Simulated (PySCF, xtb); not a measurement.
SnBr4, SMILES [Br][Sn]([Br])([Br])[Br].

GFN2-xTB (xtb) at its own geometry gives an orbital gap of 1.31 eV and a dipole moment of 0.00 D.

Geometry optimised at B3LYP-D3(BJ)/def2-SVP. The isomer is the one that the SMILES or the coordinates give; other isomers of the formula were not compared. The def2 effective core potentials stand for the cores of Sn; spin–orbit coupling is left out.

Q: What does ωB97X/def2-TZVP (PySCF) give? (An estimate is asked for; the answer gives what the named calculation found.)

A: gap 9.37 eV (levels -11.28 and -1.90 eV), dipole 0.00 D.
